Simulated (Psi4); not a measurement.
isobutane (C$_{4}$H$_{10}$), singlet, at a GFN2-xTB geometry, with bond 10-7 at 1.3 times its length; PBE0/STO-3G in Psi4.

Input for Psi4:
```
memory 2 GB

molecule {
0 1
C    -0.00195152   -0.00061004    0.38481069
H    -0.00751045   -0.00234774    1.48094753
C    -0.00123091    1.44790471   -0.09715431
H     0.00424357    1.48409224   -1.18472901
H    -0.88573890    1.97154531    0.25886234
H     0.87836999    1.97364557    0.26781215
C     1.25514309   -0.72222321   -0.09422305
H     1.29052529   -0.73769513   -1.18172798
H     2.14862954   -0.22046678    0.27077580
H     1.27238517   -2.05742014    0.37132159
C    -1.25239927   -0.72520857   -0.10694449
H    -1.27670860   -0.74075155   -1.19475225
H    -1.26684969   -1.75231611    0.25102616
H    -2.15073527   -0.22558539    0.24896396
}

set {
  basis sto-3g
  dft_spherical_points 974
}

energy('pbe0')
print_variables()
```

It wrote (shortened):

```
   => Loading Basis Set <=

    Name: STO-3G
    Role: ORBITAL
    Keyword: BASIS

         ---------------------------------------------------------
                                   SCF
               by Justin Turney, Rob Parrish, Andy Simmonett
                          and Daniel G. A. Smith
                              RKS Reference
         ---------------------------------------------------------

  ==> Geometry <==

    Molecular point group: c1
    Full point group: C1

    Geometry (in Angstrom), charge = 0, multiplicity = 1:

       Center              X                  Y                   Z               Mass
    ------------   -----------------  -----------------  -----------------  -----------------
         C           -0.001975609199     0.004750825186     0.374081262580    12.000000000000
         H           -0.007534539199     0.003013125186     1.470218102580     1.007825032230
         C           -0.001254999199     1.453265575186    -0.107883737420    12.000000000000
         H            0.004219480801     1.489453105186    -1.195458437420     1.007825032230
         H           -0.885762989199     1.976906175186     0.248132912580     1.007825032230
         H            0.878345900801     1.979006435186     0.257082722580     1.007825032230
         C            1.255119000801    -0.716862344814    -0.104952477420    12.000000000000
         H            1.290501200801    -0.732334264814    -1.192457407420     1.007825032230
         H            2.148605450801    -0.215105914814     0.260046372580     1.007825032230
         H            1.272361080801    -2.052059274814     0.360592162580     1.007825032230
         C           -1.252423359199    -0.719847704814    -0.117673917420    12.000000000000
         H           -1.276732689199    -0.735390684814    -1.205481677420     1.007825032230
         H           -1.266873779199    -1.746955244814     0.240296732580     1.007825032230
         H           -2.150759359199    -0.220224524814     0.238234532580     1.007825032230

  Running in c1 symmetry.

  Rotational constants: A =      0.26287  B =      0.25717  C =      0.15114 [cm^-1]
  Rotational constants: A =   7880.58766  B =   7709.66520  C =   4531.11148 [MHz]
  Nuclear repulsion =  134.117315937948490

  Charge       = 0
  Multiplicity = 1
  Electrons    = 34
  Nalpha       = 17
  Nbeta        = 17

  ==> Algorithm <==

  SCF Algorithm Type is DF.
  DIIS enabled.
  MOM disabled.
  Fractional occupation disabled.
  Guess Type is SAD.
  Energy threshold   = 1.00e-06
  Density threshold  = 1.00e-06
  Integral threshold = 1.00e-12

  ==> Primary Basis <==

  Basis Set: STO-3G
    Blend: STO-3G
    Number of shells: 22
    Number of basis functions: 30
    Number of Cartesian functions: 30
    Spherical Harmonics?: true
    Max angular momentum: 1

  ==> DFT Potential <==

   => LibXC <=

    Version 7.1.2
    S. Lehtola, C. Steigemann, M. J. T. Oliveira, and M. A. L. Marques,  SoftwareX 7, 1–5 (2018) (10.1016/j.softx.2017.11.002)

   => Composite Functional: PBE0 <=

    PBE0 Hyb-GGA Exchange-Correlation Functional

    C. Adamo and V. Barone,  J. Chem. Phys. 110, 6158 (1999) (10.1063/1.478522)
    M. Ernzerhof and G. E. Scuseria,  J. Chem. Phys. 110, 5029 (1999) (10.1063/1.478401)

    Deriv               =              1
    GGA                 =           TRUE
    Meta                =          FALSE

    Exchange Hybrid     =           TRUE
    MP2 Hybrid          =          FALSE

   => Exchange Functionals <=

    0.7500   Perdew, Burke & Ernzerhof

   => Exact (HF) Exchange <=

    0.2500               HF

   => Correlation Functionals <=

    1.0000   Perdew, Burke & Ernzerhof

   => LibXC Density Thresholds  <==

    XC_HYB_GGA_XC_PBEH:  1.00E-15

   => Molecular Quadrature <=

    Radial Scheme          =       TREUTLER
    Pruning Scheme         =           NONE
    Nuclear Scheme         =       TREUTLER

    Blocking Scheme        =         OCTREE
    BS radius alpha        =              1
    Pruning alpha          =              1
    Radial Points          =             75
    Spherical Points       =            974
    Total Points           =         954258
    Total Blocks           =           6510
    Max Points             =            256
    Max Functions          =             30
    Weights Tolerance      =       1.00E-15

   => Loading Basis Set <=

    Name: (STO-3G AUX)
    Role: JKFIT
    Keyword: DF_BASIS_SCF

  ==> Integral Setup <==

  SCF_SUBTYPE=INCORE selected. In-core MEM_DF algorithm will be used.
  Using in-core AOs.

  ==> MemDFJK: Density-Fitted J/K Matrices <==

    J tasked:                   Yes
    K tasked:                   Yes
    wK tasked:                   No
    Algorithm:                 Core
    Schwarz Cutoff:           1E-12
    Mask sparsity (%):       0.6667
    Fitting Condition:        1E-10

   => Auxiliary Basis Set <=

  Basis Set: (STO-3G AUX)
    Blend: DEF2-UNIVERSAL-JKFIT
    Number of shells: 160
    Number of basis functions: 480
    Number of Cartesian functions: 556
    Spherical Harmonics?: true
    Max angular momentum: 4

  Minimum eigenvalue in the overlap matrix is 1.9975778664E-01.
  Reciprocal condition number of the overlap matrix is 7.6644579415E-02.
    Using symmetric orthogonalization.

  ==> Pre-Iterations <==

  SCF Guess: Superposition of Atomic Densities via on-the-fly atomic UHF (no occupation information).

   -------------------------
    Irrep   Nso     Nmo
   -------------------------
     A         30      30
   -------------------------
    Total      30      30
   -------------------------

  ==> Iterations <==

                           Total Energy        Delta E     RMS |[F,P]|

   @DF-RKS iter SAD:  -153.55166420919070   -1.53552e+02   0.00000e+00
   @DF-RKS iter   1:  -156.34942667281754   -2.79776e+00   2.37748e-03 DIIS/ADIIS
   @DF-RKS iter   2:  -156.35067825716243   -1.25158e-03   1.76103e-03 DIIS/ADIIS
   @DF-RKS iter   3:  -156.35247915988370   -1.80090e-03   2.06005e-04 DIIS/ADIIS
   @DF-RKS iter   4:  -156.35250118934374   -2.20295e-05   8.73990e-05 DIIS
   @DF-RKS iter   5:  -156.35250554679533   -4.35745e-06   4.61469e-06 DIIS
   @DF-RKS iter   6:  -156.35250555651885   -9.72352e-09   2.11220e-06 DIIS
   @DF-RKS iter   7:  -156.35250555885617   -2.33732e-09   2.03487e-07 DIIS
  Energy and wave function converged.

  ==> Post-Iterations <==

   Electrons on quadrature grid:
      Ntotal   =   33.9999999697 ; deviation = -3.033e-08

    Orbital Energies [Eh]
    ---------------------

    Doubly Occupied:

       1A    -10.058172     2A    -10.042735     3A    -10.037528
       4A    -10.034576     5A     -0.788134     6A     -0.667611
       7A     -0.652080     8A     -0.539047     9A     -0.440500
      10A     -0.409394    11A     -0.394919    12A     -0.362030
      13A     -0.355338    14A     -0.321498    15A     -0.294102
      16A     -0.293821    17A     -0.270385

    Virtual:

      18A      0.248451    19A      0.392500    20A      0.406190
      21A      0.429748    22A      0.471545    23A      0.487495
      24A      0.500240    25A      0.524820    26A      0.531916
      27A      0.533111    28A      0.549112    29A      0.555877
      30A      0.573632

    Final Occupation by Irrep:
              A
    DOCC [    17 ]
    NA   [    17 ]
    NB   [    17 ]

  @DF-RKS Final Energy:  -156.35250555885617

   => Energetics <=

    Nuclear Repulsion Energy =            134.1173159379484900
    One-Electron Energy =                -475.3207540800800075
    Two-Electron Energy =                 204.0330240957093508
    DFT Exchange-Correlation Energy =     -19.1820915124339955
    Empirical Dispersion Energy =           0.0000000000000000
    VV10 Nonlocal Energy =                  0.0000000000000000
    Total Energy =                       -156.3525055588561656

Computation Completed

Properties will be evaluated at   0.000000,   0.000000,   0.000000 [a0]

Properties computed using the SCF density matrix

 Multipole Moments:

 ------------------------------------------------------------------------------------
     Multipole            Electronic (a.u.)      Nuclear  (a.u.)        Total (a.u.)
 ------------------------------------------------------------------------------------

 L = 1.  Multiply by 2.5417464519 to convert [e a0] to [Debye]
 Dipole X            :         -0.0221533            0.0059715           -0.0161819
 Dipole Y            :          0.3065302           -0.2378276            0.0687025
 Dipole Z            :          0.4810691           -0.4863535           -0.0052844
 Magnitude           :                                                    0.0707801

 ------------------------------------------------------------------------------------

  Variable Map:
  ----------------------------------------------------------------------------
  "CURRENT ENERGY"              =>    -156.352505558856
  "CURRENT REFERENCE ENERGY"    =>    -156.352505558856
  "DD SOLVATION ENERGY"         =>       0.000000000000
  "DFT FUNCTIONAL TOTAL ENERGY" =>    -156.352505558856
  "DFT TOTAL ENERGY"            =>    -156.352505558856
  "DFT VV10 ENERGY"             =>       0.000000000000
  "DFT XC ENERGY"               =>     -19.182091512434
  "GRID ELECTRONS ALPHA"        =>      16.999999984834
  "GRID ELECTRONS BETA"         =>      16.999999984834
  "GRID ELECTRONS TOTAL"        =>      33.999999969669
  "NUCLEAR REPULSION ENERGY"    =>     134.117315937948
  "ONE-ELECTRON ENERGY"         =>    -475.320754080080
  "PCM POLARIZATION ENERGY"     =>       0.000000000000
  "PE ENERGY"                   =>       0.000000000000
  "SCF ITERATION ENERGY"        =>    -156.352505558856
  "SCF ITERATIONS"              =>       7.000000000000
  "SCF TOTAL ENERGY"            =>    -156.352505558856
  "TWO-ELECTRON ENERGY"         =>     204.033024095709
  "XC GRID RADIAL POINTS"       =>      75.000000000000
  "XC GRID SPHERICAL POINTS"    =>     974.000000000000
  "XC GRID TOTAL POINTS"        =>  954258.000000000000

  Array Variable Map:
  ----------------------------------------------------------------------------
  "CURRENT DIPOLE"              =>      -0.016181890167 ... -0.005284415740 1 by 3
  "SCF DIPOLE"                  =>      -0.016181890167 ... -0.005284415740 1 by 3
  "SCF TOTAL ENERGIES"          =>    -153.551664209191 ... -156.352505558856 1 by 8
```
